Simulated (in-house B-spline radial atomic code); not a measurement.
Values are calculated unless marked as measured or tabulated.
Correlation energy from the adiabatic connection: −Z/r, Z = 6, wall at 1.4 bohr

Two electrons in a singlet, external potential −Z/r, Z = 6, wall at 1.4 bohr (atomic units). Full CI in B-splines (partial waves to l = 8, correlation up to 0.6 % small) with the density held fixed gives W(λ) = <V_ee>_λ − U, and E_c is the integral of W(λ) − W(0) from 0 to 1.

```json
{"λ": "0", "W(λ) − W(0) (hartree)": "0.00000"}
{"λ": "0.02", "W(λ) − W(0) (hartree)": "-0.00187"}
{"λ": "0.05", "W(λ) − W(0) (hartree)": "-0.00466"}
{"λ": "0.12", "W(λ) − W(0) (hartree)": "-0.01114"}
{"λ": "0.25", "W(λ) − W(0) (hartree)": "-0.02302"}
{"λ": "0.4", "W(λ) − W(0) (hartree)": "-0.03648"}
{"λ": "0.6", "W(λ) − W(0) (hartree)": "-0.05404"}
{"λ": "0.8", "W(λ) − W(0) (hartree)": "-0.07116"}
{"λ": "1", "W(λ) − W(0) (hartree)": "-0.08786"}
```

Integrate the table by the trapezoid rule.

The strips give -0.00002, -0.00010, -0.00055, -0.00222, -0.00446, -0.00905, -0.01252, -0.01590, which sum to -0.04483 hartree. The direct value, W(1) − W(0) + T_c with T_c = 0.04301, is -0.04486; the curve is convex, so chords lie above it and the trapezoids fall short in size by 0.06 %.

Now use only three numbers: W(0) = -3.5297, the initial slope W'(0) = -0.09357 (extrapolated from the first points) and the strong-coupling limit of the point-charge-plus-continuum model, W∞ = -5.0007. What do second-order theory and the interpolation W(λ) = W∞ + (W(0) − W∞)/√(1 + 2χλ) of Seidl, Perdew and Levy give?

Second order keeps the slope alone: E_c = W'(0)/2 = -0.04679, +4 % in size against -0.04486. Matching the slope fixes χ = W'(0)/(W∞ − W(0)) = -0.09357/(-1.47100) = 0.06361. Integrating, with s = √(1 + 2χ) = 1.061706, E_c = −(W(0) − W∞)(s − 1)/(s + 1) = −1.47100 × 0.061706/2.061706 = -0.04403 hartree, -1.8 % in size against the full result. At λ = 1 the formula gives W − W(0) = -0.08549 against -0.08786. Part of the miss can come from the model's W∞.
